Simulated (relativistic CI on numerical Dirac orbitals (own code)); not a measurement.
# Hyperfine structure of Pb⁷⁵⁺, mass number 207

Calculated at this level of theory: Dirac-Coulomb-Breit CI, orbitals from a KLI potential per configuration, model QED (radiative potential, 1s self-energy scaled to tabulated hydrogen-like ionisation energies), unscaled Slater integrals (own radial code, finite nucleus).

Configurations in the expansion (outside the closed core 1s2): 2s²2p³, 2s2p⁴, 2p⁵, 2s²2p²3s, 2p⁴3s, 2p⁴3p, 2s²2p²3p, 2p⁴3d, 2s²2p²3d, 2s2p³3s, 2s2p³3p, 2s2p³3d, 2s²2p²4s, 2s²2p²4p, 2s²2p²4d, 2s²2p²4f. Levels of other configurations are missing.

Nuclear spin I = 1/2, μ = 0.5906 μN (tables of Stone and Pyykkö). The electronic factors are computed for point nuclear moments, without core polarisation or the Bohr-Weisskopf and QED corrections.

```json
{"Level": "2s²2p³ ²D°5/2", "E (eV)": "2277.83", "A (GHz)": "4117"}
{"Level": "2s²2p³ ²P°1/2", "E (eV)": "2341.12", "A (GHz)": "14980"}
{"Level": "2s2p⁴ ⁴P5/2", "E (eV)": "2665.99", "A (GHz)": "10270"}
{"Level": "2s2p⁴ ²S1/2", "E (eV)": "2790.03", "A (GHz)": "45790"}
{"Level": "2s2p⁴ ²P3/2", "E (eV)": "2791.38", "A (GHz)": "-7492"}
{"Level": "2s²2p³ ²P°3/2", "E (eV)": "4602.44", "A (GHz)": "1414"}
{"Level": "2s2p⁴ ⁴P3/2", "E (eV)": "4954.11", "A (GHz)": "10450"}
{"Level": "2s2p⁴ ²D5/2", "E (eV)": "4997.54", "A (GHz)": "13020"}
```

Levels with J = 0, under 50 % of one LS term, or S terms without an open s electron are left out. Small factors come from cancelling terms and can be off by tens of per cent or more.

At this charge energies of transitions that change n are usually good to better than 1 %, and those within a shell (Δn = 0) to a few per cent.

(1) Give the hyperfine levels of 2s²2p³ ²P°1/2 relative to its centre of gravity.

Results:

(1) With K = F(F + 1) − I(I + 1) − J(J + 1), E = AK/2: F = 0: -11240, F = 1: 3746 GHz.

LS names give the leading component of a level, which can be under half, so a name can repeat, a term be missing and a line seem to break the LS rules.
